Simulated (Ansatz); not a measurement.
A series at Ge: from `[OH][Ge]([OH])([OH])[OH]`, ligands are replaced one by one, each step taking up HCl and setting free H₂O; n counts the steps. Ansatz, PBE0-D4/def2-TZVP geometries. Each molecule was computed in one conformer, which needn't be the lowest.

CBS adds triple-zeta CCSD(T) − MP2 to the MP2 limit, frozen cores; atoms without spin–orbit coupling. Outer-core shells of Ge are correlated without core-valence functions. Scalar relativity is left out up to krypton. Spin–orbit coupling is left out.

```tsv
n	molecule	atomization energy, CCSD(T)/CBS (kJ/mol)
0	`[OH][Ge]([OH])([OH])[OH]`	3404.6
1	`[OH][Ge]([OH])([OH])[Cl]`	?
2	`[OH][Ge]([OH])([Cl])[Cl]`	2403.6
3	`[OH][Ge]([Cl])([Cl])[Cl]`	1902.9
4	`[Cl][Ge]([Cl])([Cl])[Cl]`	1402.9
```

Q: By hand: fit a straight line y = ȳ + b (n − n̄) to the 4 given rows and predict n = 1.

A: n̄ = 2.250, ȳ = 2278.50; Σ(n − n̄)(y − ȳ) = -4379.00, Σ(n − n̄)² = 8.750, so b = -500.46 kJ/mol a step. Prediction: 2278.50 + (-500.46) × (-1.250) = 2904.1 kJ/mol.

Q: By hand: compare with the computed value, 2903.3 kJ/mol, and give the steps along the whole series.

A: The line misses by -0.8 kJ/mol (computed minus predicted). Steps: -501.3, -499.7, -500.7, -500.0 kJ/mol.

The steps differ by at most 1.6 kJ/mol, 0.3 % of a mean step, so the ligands' effects nearly add and a line is close. The miss is 0.0 % of the series' range. The energies themselves are unsure by some kJ/mol a bond, though much of that is common to the series.
